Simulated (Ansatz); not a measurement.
# Relaxing a trial structure of F2H2Se2Zr

The starting geometry of this gas-phase singlet was optimised with GFN2-xTB.

```xyz
7

F     0.3607   -2.5704   -0.5691
F     1.3036   -0.1175    1.4758
Se   -2.0732   -0.3480    0.7647
Se    0.7318    0.7860   -1.7247
Zr    0.3015   -0.8667    0.1216
H    -1.8597    0.9175    1.4233
H     1.7270    1.6065   -1.0839
```

Predict what becomes of its bonds when it is optimised with PBE0-D4/def2-SVP.

It keeps its bonds.

The energy falls by 0.34 eV over 37 steps:

| step | E − E(last) (eV) |
| --- | --- |
| 1 | 0.339 |
| 5 | 0.008 |
| 9 | 0.007 |
| 13 | 0.007 |
| 17 | 0.007 |
| 21 | 0.006 |
| 25 | 0.006 |
| 29 | 0.004 |
| 33 | 0.001 |
| 37 | 0.000 |

Final geometry (Å):

```xyz
7

F     0.6396   -2.2851   -0.5116
F     1.2463   -0.1361    1.6879
Se   -2.2980   -0.4030    0.6516
Se    0.6031    1.2070   -1.6370
Zr    0.2075   -0.5738    0.1676
H    -1.9591    0.6722    1.6060
H     2.0523    0.9263   -1.5566
```

The end wasn't checked by frequencies. Atoms past krypton carry core potentials, without spin–orbit terms. Run with Ansatz 0.2.0, 3.3 min on 2 threads of Arm Neoverse V2 (shared host).
